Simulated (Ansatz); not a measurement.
hafnium atom (Hf), triplet (core potentials on Hf); BLYP/def2-SVPD in Ansatz (a first-principles code).

Input for Ansatz:
Ansatz 0.2 input:
```yaml
crystal:
  periodic: [false, false, false]
  atoms:
    - {symbol: Hf, position_ang: [0.00000000, 0.00000000, 0.00000000]}
basis:
  gaussian:
    orbitals: def2-SVPD
hamiltonian:
  xc: blyp
magnetization: {spin_polarized: true, initial_magnetization: 2}
```

What does Ansatz print? Leave out banner, timings and long lists.


```
Functional definition: BLYP
311 factors; their error is unknown
mean field evaluation 1: about -1300.9251 eV, gradient 6.7e0 eV
mean field evaluation 2: about -1300.6668 eV, gradient 7.9e0 eV
mean field evaluation 4: about -1301.8226 eV, gradient 1.1e0 eV
mean field evaluation 8: about -1301.8526 eV, gradient 5.5e-2 eV
mean field evaluation 16: about -1301.7946 eV, gradient 9.0e-4 eV
mean field evaluation 32: about -1301.7946 eV, gradient 1.1e-4 eV
mean field evaluation 64: about -1301.7946 eV, gradient 3.9e-3 eV
mean field evaluation 96: about -1298.6351 eV, gradient 7.7e0 eV
mean field evaluation 128: about -1301.7946 eV, gradient 4.9e-3 eV
mean field evaluation 160: about -1301.7946 eV, gradient 2.1e-6 eV
mean field -1301.79458733 eV, -47.8400686964 hartree, gradient 8.4e-6 eV, S^2 2.002248; 8 other end points of the search recorded, 0 dependent functions left out
reference -1301.79477289 eV, -47.8400755156 hartree; 7, 5 occupied and 28, 30 virtual orbitals, 311 factors
Total energy: -1301.79477289 eV, -47.8400755156 hartree
```
